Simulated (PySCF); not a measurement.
**Diatomic cations of H with group 12**

CCSD(T) with triple-zeta basis sets in PySCF, for the lowest determinant that a PBE0 search found; no spin–orbit coupling. De refers to high-spin ground-configuration atoms (the charge goes to the atom of lower measured ionisation energy or higher electron affinity, which is not always the lowest computed limit).

```json
{"M": "Zn", "basis": "def2-TZVPPD", "reference, frozen orbitals": "RHF, 5", "charged atom": "Zn+", "state (unpaired electrons)": "singlet (closed shell)", "Re (Å)": "1.523", "ωe (cm⁻¹)": "1882", "De (eV)": "2.41"}
{"M": "Cd", "basis": "def2-TZVP", "reference, frozen orbitals": "RHF, 0", "charged atom": "Cd+", "state (unpaired electrons)": "singlet (closed shell)", "Re (Å)": "1.662", "ωe (cm⁻¹)": "1760", "De (eV)": "1.99"}
{"M": "Hg", "basis": "def2-TZVP", "reference, frozen orbitals": "RHF, 0", "charged atom": "Hg+", "state (unpaired electrons)": "singlet (closed shell)", "Re (Å)": "1.596", "ωe (cm⁻¹)": "2038", "De (eV)": "2.57"}
```

The shortest bond is that of ZnH⁺ (1.523 Å), the longest that of CdH⁺ (1.662 Å).

The rows differ in basis set, which adds steps of its own.

Down a group the atoms grow and get heavier, so bonds lengthen and wavenumbers fall; the exceptions here are the shorter bond at Hg and the higher wavenumber at Hg. Relativity and the filled 4f shell contract the atoms of the sixth period.

Correlated steps freeze the inner cores (0 to 5 orbitals); shallow outer-core shells are correlated. Spin–orbit coupling is left out. For an ion De counts to the pair picked by the measured ionisation energies or electron affinities, which need not be the lowest pair at this level. Where the molecule has an RHF reference, its open-shell atoms are computed with UHF. The CCSD T1 diagnostic is raised in HgH⁺, a sign that a single reference may not be enough there.
